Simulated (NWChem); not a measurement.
System: C2H6FNSi, singlet; SMILES CN(C)[Si]F

The following NWChem deck was run.

```
start job
memory heap 200 mb stack 900 mb global 1100 mb
geometry units angstroms noautosym nocenter noautoz
  Si    -0.819533     0.904154     0.000000
  F      0.499451     1.927524     0.000000
  N      0.024538    -0.628399     0.000000
  C     -0.751336    -1.856904     0.000000
  C      1.465647    -0.816572     0.000000
  H     -0.534031    -2.478794    -0.898348
  H     -0.534031    -2.478794     0.898348
  H     -1.837267    -1.623092     0.000000
  H      1.796772    -1.387540     0.897375
  H      1.796772    -1.387540    -0.897375
  H      1.968013     0.168572     0.000000
end
basis spherical
  * library 6-31g*
end
dft
  xc b3lyp
  iterations 150
end
cosmo
  do_cosmo_smd true
  solvent water
end
task dft energy
```

NWChem printed, in part:

```
             Northwest Computational Chemistry Package (NWChem) 7.3.0
             --------------------------------------------------------

                             Geometry "geometry" -> ""
                             -------------------------

 Output coordinates in angstroms (scale by  1.889725989 to convert to a.u.)

  No.       Tag          Charge          X              Y              Z
 ---- ---------------- ---------- -------------- -------------- --------------
    1 Si                  14.0000    -0.81953300     0.90415400     0.00000000
    2 F                    9.0000     0.49945100     1.92752400     0.00000000
    3 N                    7.0000     0.02453800    -0.62839900     0.00000000
    4 C                    6.0000    -0.75133600    -1.85690400     0.00000000
    5 C                    6.0000     1.46564700    -0.81657200     0.00000000
    6 H                    1.0000    -0.53403100    -2.47879400    -0.89834800
    7 H                    1.0000    -0.53403100    -2.47879400     0.89834800
    8 H                    1.0000    -1.83726700    -1.62309200     0.00000000
    9 H                    1.0000     1.79677200    -1.38754000     0.89737500
   10 H                    1.0000     1.79677200    -1.38754000    -0.89737500
   11 H                    1.0000     1.96801300     0.16857200     0.00000000

 Effective nuclear repulsion energy (a.u.)     228.1930501076

                                 NWChem DFT Module
                                 -----------------

 Summary of "ao basis" -> "ao basis" (spherical)
 ------------------------------------------------------------------------------
       Tag                 Description            Shells   Functions and Types
 ---------------- ------------------------------  ------  ---------------------
 Si                          6-31g*                  8       18   4s3p1d
 F                           6-31g*                  6       14   3s2p1d
 N                           6-31g*                  6       14   3s2p1d
 C                           6-31g*                  6       14   3s2p1d
 H                           6-31g*                  2        2   2s

 in cosmo_initialize ...
 calling solv_data for solv:h2o

 solvent parameters
 solvname_short: h2o
 solvname_long:  water
 dielec:       78.4000
 dielecinf:     1.7769
 aqueous SMD model solvent descriptors
 dielec:       78.4000
 sola:          0.8200

          ---------------
          -cosmo- solvent
          ---------------
 Cosmo: York-Karplus, doi: 10.1021/jp992097l
 dielectric constant -eps-     =  78.40
 screen = (eps-1)/(eps    )    =   0.98724
 surface charge correction     = lagrangian

   van der Waals surface
 --------------------------

 ---------- ATOMIC COORDINATES (A.U.) ------------ VDWR(ANG.) --
     1   -1.54869281    1.70860331    0.00000000     2.470
     2    0.94382553    3.64249220    0.00000000     1.730
     3    0.04637010   -1.18750192    0.00000000     1.890
     4   -1.41981917   -3.50903975    0.00000000     1.850
     5    2.76967123   -1.54309733    0.00000000     1.850
     6   -1.00917226   -4.68424144   -1.69763156     1.200
     7   -1.00917226   -4.68424144    1.69763156     1.200
     8   -3.47193120   -3.06719913    0.00000000     1.200
     9    3.39540674   -2.62207040    1.69579286     1.200
    10    3.39540674   -2.62207040   -1.69579286     1.200
    11    3.71900531    0.31855489    0.00000000     1.200
 number of segments per atom =        128
 number of   points per atom =        128
 atom (   nspa,  nppa )
 ----------------------
    1 (     86,     0 )       0
    2 (     64,     0 )       0
    3 (     20,     0 )       0
    4 (     46,     0 )       0
    5 (     56,     0 )       0
    6 (     56,     0 )       0
    7 (     56,     0 )       0
    8 (     46,     0 )       0
    9 (     54,     0 )       0
   10 (     54,     0 )       0
   11 (     42,     0 )       0
 number of -cosmo- surface points =      580
 molecular surface =    133.154 angstrom**2
 molecular volume  =    115.923 angstrom**3
 -lineq- algorithm             =   0
 -bem- low  level              =   3
 -bem- from -octahedral-
 gaussian surface charge width =   4.50000
 degree of switching           =   1.00000
 switching function tolerance  =   0.00010
 atomic radii =
 --------------
    1 14.000  2.470
    2  9.000  1.730
    3  7.000  1.890
    4  6.000  1.850
    5  6.000  1.850
    6  1.000  1.200
    7  1.000  1.200
    8  1.000  1.200
    9  1.000  1.200
   10  1.000  1.200
   11  1.000  1.200
 ...... end of -cosmo- initialization ......

 nat:                    11
 ixmem:                  6636
 calling mnsol_interface()
 G(SMD-CDS) energy (kcal/mol)  =     2.934
 SMD-CDS SASA (angstrom**2)    =   153.088

            General Information
            -------------------
          SCF calculation type: DFT
          Wavefunction type:  closed shell.
          No. of atoms     :    11
          No. of electrons :    48
           Alpha electrons :    24
            Beta electrons :    24
          Charge           :     0
          Spin multiplicity:     1
          Use of symmetry is: off; symmetry adaption is: off
          Maximum number of iterations: 150
          AO basis - number of functions:    86
                     number of shells:    44
          Convergence on energy requested:  1.00D-06
          Convergence on density requested:  1.00D-05
          Convergence on gradient requested:  5.00D-04

              XC Information
              --------------
                         B3LYP Method XC Potential
                     Hartree-Fock (Exact) Exchange  0.200
                        Slater Exchange Functional  0.800 local
                    Becke 1988 Exchange Functional  0.720 non-local
              Lee-Yang-Parr Correlation Functional  0.810
                  VWN I RPA Correlation Functional  0.190 local

             Grid Information
             ----------------
          Grid used for XC integration:  medium
          Radial quadrature: Mura-Knowles
          Angular quadrature: Lebedev.
          Tag              B.-S. Rad. Rad. Pts. Rad. Cut. Ang. Pts.
          ---              ---------- --------- --------- ---------
          Si                  1.10       88          10.0       590
          F                   0.50       49          11.0       434
          N                   0.65       49           7.0       434
          C                   0.70       49          10.0       434
          H                   0.35       45          11.0       434
          Grid pruning is: on
          Number of quadrature shells:   554
          Spatial weights used:  Erf1

      Superposition of Atomic Density Guess
      -------------------------------------

 Sum of atomic energies:        -520.79328132

      Non-variational initial energy
      ------------------------------

 Total energy =    -522.905210
 1-e energy   =   -1171.351325
 2-e energy   =     420.253066
 HOMO         =      -0.271955
 LUMO         =      -0.013211

   convergence    iter        energy       DeltaE   RMS-Dens  Diis-err
 ---------------- ----- ----------------- --------- --------- ---------
     COSMO gas phase
 d= 0,ls=0.0,diis     1   -523.8786818396 -7.52D+02  1.39D-02  6.48D-01
 d= 0,ls=0.0,diis     2   -523.8277542241  5.09D-02  7.52D-03  1.42D+00
 d= 0,ls=0.0,diis     3   -523.9531620567 -1.25D-01  1.43D-03  3.33D-02
 d= 0,ls=0.0,diis     4   -523.9549470846 -1.79D-03  7.07D-04  8.56D-03
 d= 0,ls=0.0,diis     5   -523.9558055575 -8.58D-04  2.40D-04  7.89D-04
  Resetting Diis
 d= 0,ls=0.0,diis     6   -523.9558887983 -8.32D-05  7.01D-05  5.97D-05
 d= 0,ls=0.0,diis     7   -523.9558965691 -7.77D-06  3.24D-05  1.79D-06
 d= 0,ls=0.0,diis     8   -523.9558963719  1.97D-07  1.74D-05  3.33D-06
 d= 0,ls=0.0,diis     9   -523.9558968234 -4.51D-07  3.45D-06  2.14D-07

   convergence    iter        energy       DeltaE   RMS-Dens  Diis-err
 ---------------- ----- ----------------- --------- --------- ---------
     COSMO solvation phase
 d= 0,ls=0.0,diis     1   -523.9554573658  4.39D-04  1.45D-03  1.54D-03
 d= 0,ls=0.0,diis     2   -523.9560261519 -5.69D-04  3.60D-04  1.36D-03
 d= 0,ls=0.0,diis     3   -523.9561285527 -1.02D-04  1.64D-04  3.40D-04
 d= 0,ls=0.0,diis     4   -523.9561627364 -3.42D-05  4.99D-05  3.13D-05
 d= 0,ls=0.0,diis     5   -523.9561657137 -2.98D-06  1.98D-05  4.94D-06
 d= 0,ls=0.0,diis     6   -523.9561662293 -5.16D-07  5.90D-06  3.12D-07

         Total DFT energy =     -523.956166229257
      One electron energy =    -1175.520342373453
           Coulomb energy =      474.758665165427
    Exchange-Corr. energy =      -51.438018703145
 Nuclear repulsion energy =      228.193050107630

             COSMO energy =        0.050479574284

 Numeric. integr. density =       48.000007483527

                                COSMO-SMD solvation results
                                ---------------------------

             internal energy in gas <Psi(g)|H|Psi(g)> =      -523.955896823419
         internal energy in solvent <Psi(s)|H|Psi(s)> =      -523.954961084577
                               delta internal energy  =         0.000935738842 (    0.59 kcal/mol)
   total free energy in solvent <Psi(s)|H+V/2|Psi(s)> =      -523.960842157231
 polarization energy contribution <Psi(s)|V/2|Psi(s)> =        -0.005881072654 (   -3.69 kcal/mol)
    total free energy in solvent including G(SMD-CDS) =      -523.956166229257
                       G(SMD-CDS) energy contribution =         0.004675927974 (    2.93 kcal/mol)
     1 M fixed-concentration free energy of solvation =        -0.000269405838 (   -0.17 kcal/mol)

                       DFT Final Molecular Orbital Analysis
                       ------------------------------------

 Vector   22  Occ=2.000000D+00  E=-3.671110D-01
              MO Center=  9.7D-01, -5.2D-01, -5.8D-09, r^2= 3.0D+00
   Bfn.  Coefficient  Atom+Function         Bfn.  Coefficient  Atom+Function
  ----- ------------  ---------------      ----- ------------  ---------------
    64      0.361246   5 C  py               85      0.253378  11 H  s
    49      0.206348   4 C  px               86      0.189527  11 H  s
    68      0.180865   5 C  py               21     -0.174055   2 F  px
    36     -0.170425   3 N  py               63      0.136619   5 C  px
    25     -0.121128   2 F  px               35     -0.114518   3 N  px

 Vector   23  Occ=2.000000D+00  E=-2.562811D-01
              MO Center= -1.0D+00,  8.8D-01, -1.9D-08, r^2= 2.5D+00
   Bfn.  Coefficient  Atom+Function         Bfn.  Coefficient  Atom+Function
  ----- ------------  ---------------      ----- ------------  ---------------
    10      0.475883   1 Si s                 6      0.394478   1 Si s
     7     -0.353288   1 Si px               21      0.218108   2 F  px
    38     -0.219150   3 N  s                36     -0.204622   3 N  py
     2     -0.194237   1 Si s                25      0.173020   2 F  px
    11     -0.146270   1 Si px                3      0.141766   1 Si px

 Vector   24  Occ=2.000000D+00  E=-2.444063D-01
              MO Center=  5.5D-02, -6.9D-01,  1.3D-08, r^2= 2.5D+00
   Bfn.  Coefficient  Atom+Function         Bfn.  Coefficient  Atom+Function
  ----- ------------  ---------------      ----- ------------  ---------------
    37      0.487150   3 N  pz               41      0.417823   3 N  pz
     9      0.225680   1 Si pz               76      0.163290   6 H  s
    78     -0.163290   7 H  s                82     -0.150155   9 H  s
    84      0.150155  10 H  s                51     -0.126920   4 C  pz
    65     -0.122348   5 C  pz               23     -0.118663   2 F  pz

 Vector   25  Occ=0.000000D+00  E=-4.669319D-02
              MO Center= -7.2D-01,  7.3D-01,  3.3D-08, r^2= 3.3D+00
   Bfn.  Coefficient  Atom+Function         Bfn.  Coefficient  Atom+Function
  ----- ------------  ---------------      ----- ------------  ---------------
    13      0.581907   1 Si pz                9      0.529554   1 Si pz
    41     -0.307713   3 N  pz               37     -0.280781   3 N  pz
     5     -0.193264   1 Si pz               23     -0.180449   2 F  pz
    27     -0.173613   2 F  pz               82      0.118820   9 H  s
    84     -0.118820  10 H  s                76     -0.080447   6 H  s

 Vector   26  Occ=0.000000D+00  E= 2.363302D-02
              MO Center= -9.8D-01,  9.0D-01, -1.4D-08, r^2= 4.2D+00
   Bfn.  Coefficient  Atom+Function         Bfn.  Coefficient  Atom+Function
  ----- ------------  ---------------      ----- ------------  ---------------
    12      0.834950   1 Si py               52      0.513187   4 C  s
    24     -0.410449   2 F  s                38      0.380626   3 N  s
    11      0.350188   1 Si px                8      0.345664   1 Si py
    80     -0.206658   8 H  s                66     -0.188485   5 C  s
     7      0.169071   1 Si px               53     -0.160174   4 C  px

 Vector   27  Occ=0.000000D+00  E= 7.546840D-02
              MO Center= -1.9D-01,  4.6D-01, -1.0D-09, r^2= 5.3D+00
   Bfn.  Coefficient  Atom+Function         Bfn.  Coefficient  Atom+Function
  ----- ------------  ---------------      ----- ------------  ---------------
    11      0.930654   1 Si px               10      0.879072   1 Si s
    38     -0.834736   3 N  s                66     -0.691418   5 C  s
    12     -0.562523   1 Si py               52     -0.404822   4 C  s
    24     -0.365632   2 F  s                82      0.303434   9 H  s
    84      0.303434  10 H  s                40     -0.286899   3 N  py

     Multipole analysis of the density
     ---------------------------------

     L   x y z        total         alpha         beta         nuclear
     -   - - -        -----         -----         ----         -------
     0   0 0 0     -0.000000    -24.000000    -24.000000     48.000000

     1   1 0 0      0.166118     -0.044929     -0.044929      0.255977
     1   0 1 0     -1.290507     -1.003390     -1.003390      0.716272
     1   0 0 1     -0.000000     -0.000000     -0.000000      0.000000

     2   2 0 0    -27.954253    -89.333192    -89.333192    150.712132
     2   1 1 0      0.017487     -0.612372     -0.612372      1.242230
     2   1 0 1     -0.000000     -0.000000     -0.000000      0.000000
     2   0 2 0    -28.571879   -177.017144   -177.017144    325.462410
     2   0 1 1     -0.000000     -0.000000     -0.000000      0.000000
     2   0 0 2    -26.856159    -19.185746    -19.185746     11.515333
```

Level: B3LYP/6-31G* (spherical d), SMD on the gas-phase geometry. Low-valent species are run as closed-shell singlets; no triplet was tried in these runs. Structure relaxed at the PBE-D3(BJ)/def2-SVP level. B3LYP is NWChem's, with the RPA form of VWN correlation. Solvent: water.
